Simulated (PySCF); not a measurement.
Identify the compound

An unknown has the formula C$_{4}$H$_{9}$FSi. Its calculated NMR data are:

1H NMR (300 MHz, computed): δ 4.79 (m, 1H), 4.49 (m, 1H), 3.98 (m, 1H), 2.23 (m, 1H), 1.87 (m, 1H), 1.74 (m, 1H), 1.35 (d, 3H).

13C{1H} NMR (computed): δ 97.8 (CH), 35.1 (CH), 19.3 (CH3), 18.0 (CH2).

[PySCF 2.14.0 with density-fitted response routines: shieldings: GIAO PBE0/pcSseg-1; geometry: GFN2-xTB; no solvent model; relativity neglected; one computed conformer; rapidly exchanging positions averaged]

δ = σ(ref) − σ, references computed at the same level: 1H, 13C against TMS.

What is the structure?

Results:


- The formula gives 1 degree of unsaturation (1 ring in the answer).
- 4 carbon signals for 4 carbons: no two carbons are equivalent.
- Carbon types of the structure: 2 × CH, 1 × CH2, 1 × CH3, leaving 2 H on heteroatoms.
- δC 97.8: sp3 CH bonded to F; deshielded by the electronegative neighbour.
- δC 19.3: methyl carbon; saturated and bonded to C and H only.
- δC 18.0: sp3 CH2 bonded to Si.
- δH 4.79: hydrogen on an sp3 CH bonded to F; its carbon carries F, hence the downfield position.
- δH 4.49, 3.98: hydrogen on a silicon bonded to 2 C, in a 4-membered ring.
- δH 1.87, 1.74: hydrogen on an sp3 CH2 bonded to Si.
- δH 1.35: hydrogen on a methyl carbon.

Structure: `C1[SiH2][C@@H](C)[C@@H]1F`.

This is the structure that produced the data.

Splittings by 19F in the carbon and heteronuclear signals aren't shown, as no couplings were computed. Shifts are as computed. Against solution values, carbons near 30 ppm lie about +3 ppm off and those near 130 ppm about +5 ppm. Of 1211 compounds with measured shifts, 218 miss one by over three times the rms of a fit or turn the order of signals round; such compounds aren't used in these exercises. No couplings were computed; multiplicities are counted from neighbouring protons, with m where these are inequivalent, close in shift, in a saturated or five-membered ring or joined by F or P, and br s for small geminal =CH2 splittings.
